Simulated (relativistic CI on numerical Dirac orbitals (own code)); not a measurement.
**Ligand-field terms of d6**

Computed with a parametric ligand-field model of a d^n configuration (Racah B and C, spin-orbit zeta, crystal field), exact diagonalisation.

Field parameters in Wybourne normalisation: Oh B⁴₀ = 21Dq, B⁴₄ = √(5/14) B⁴₀; Td as Oh with Dq negative (B⁴₀ = 21Dq, B⁴₄ = √(5/14) B⁴₀). The field is a parameter set, without covalency.

Q: Ground term and bands for B = 970, C = 4430, ζ = 0 cm⁻¹, Oh, 10Dq = 7100 cm⁻¹?

A: Ground term 5T2 with 2.00 electrons in the two orbitals of the cubic e set. Spin-allowed: 5E 7100 cm⁻¹ (1408 nm). Lowest spin-forbidden: 3T1 17006 cm⁻¹ (588 nm), 3T2 19911 cm⁻¹ (502 nm), 1A1 21572 cm⁻¹ (464 nm).

Q: Ground term and bands for B = 720, C = 3250, ζ = 0 cm⁻¹, Td, 10Dq = -2050 cm⁻¹?

A: Ground term 5E with 3.00 electrons in the two orbitals of the cubic e set. Spin-allowed: 5T2 2050 cm⁻¹. Lowest spin-forbidden: 3T1 15249 cm⁻¹ (656 nm), 3E 16175 cm⁻¹ (618 nm), 3T2 17152 cm⁻¹ (583 nm).

Q: Ground term and bands for B = 950, C = 4870, ζ = 0 cm⁻¹, Oh, 10Dq = 24050 cm⁻¹?

A: Ground term 1A1 with 0.07 electrons in the two orbitals of the cubic e set. Spin-allowed: 1T1 21148 cm⁻¹ (473 nm), 1T2 32664 cm⁻¹ (306 nm), 1T2 44293 cm⁻¹ (226 nm), 1E 44871 cm⁻¹ (223 nm). Lowest spin-forbidden: 5T2 7471 cm⁻¹ (1338 nm), 3T1 10727 cm⁻¹ (932 nm), 3T2 16368 cm⁻¹ (611 nm).

Q: Ground term and bands for B = 690, C = 3310, ζ = 0 cm⁻¹, Oh, 10Dq = 12950 cm⁻¹?

A: Ground term 5T2 with 2.00 electrons in the two orbitals of the cubic e set. Spin-allowed: 5E 12950 cm⁻¹ (772 nm). Lowest spin-forbidden: 1A1 1638 cm⁻¹, 3T1 5597 cm⁻¹ (1787 nm), 3T2 9293 cm⁻¹ (1076 nm).

Q: Ground term and bands for B = 360, C = 1660, ζ = 0 cm⁻¹, Td, 10Dq = -5400 cm⁻¹?

A: Ground term 5E with 3.00 electrons in the two orbitals of the cubic e set. Spin-allowed: 5T2 5400 cm⁻¹ (1852 nm). Lowest spin-forbidden: 3T1 4183 cm⁻¹ (2391 nm), 3E 8410 cm⁻¹ (1189 nm), 1T2 8589 cm⁻¹ (1164 nm).
